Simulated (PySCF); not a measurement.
Sc⁺ (scandium, charge +1): PBE0 calculation

Configuration: [Ar] 3d1 4s1, high-spin 3D determinant. All numbers are calculated (PySCF 2.14, no relativity, point nucleus, in 6-31G* (5s4p2d1f, 34 functions)).

| Item | Value |
| --- | --- |
| Total energy | -760.133 hartree |
| One-electron energy | -1034.789 hartree |
| Hartree (Coulomb) energy | 313.253 hartree |
| Exchange-correlation energy | -38.596 hartree |
| Kinetic energy | 759.27419 hartree |
| ⟨S²⟩ | 2.0006 |
| ⟨L²⟩ | 6.008 |
| Sum of ⟨r⟩ | 16.94 bohr |
| Sum of ⟨r²⟩ | 29.95 bohr² |
| Traceless quadrupole moment −½Σ⟨3z² − r²⟩ along its main axis | 0.776 e·bohr² |
| Density at the nucleus (Gaussians lack the cusp) | 5810 bohr⁻³ |
| Spin density at the nucleus | 2.07 bohr⁻³ |
| Langevin diamagnetic susceptibility | -23.7 ×10⁻⁶ cm³/mol |
| Time after the integrals | 0.75 s of wall time on 1 thread of Neoverse-V1 (shared host) |

| shell | electrons | mean orbital energy (eV) | spread (eV) | rms radius, mean of both spins (bohr) |
| --- | --- | --- | --- | --- |
| 1s α | 1 | -4413.8 | 0 | 0.0852 |
| 1s β | 1 | -4413.8 | 0 | 0.0852 |
| 2s α | 1 | -489.81 | 0 | 0.374 |
| 2s β | 1 | -489.52 | 0 | 0.374 |
| 2p α | 3 | -405.22 | 0.256 | 0.342 |
| 2p β | 3 | -404.99 | 0.490 | 0.342 |
| 3s α | 1 | -66.256 | 0 | 1.16 |
| 3s β | 1 | -65.182 | 0 | 1.16 |
| 3p α | 3 | -43.885 | 0.065 | 1.27 |
| 3p β | 3 | -42.730 | 1.318 | 1.27 |
| 3d α | 1 | -12.382 | 0 | 1.82 |
| 4s α | 1 | -10.738 | 0 | 3.65 |
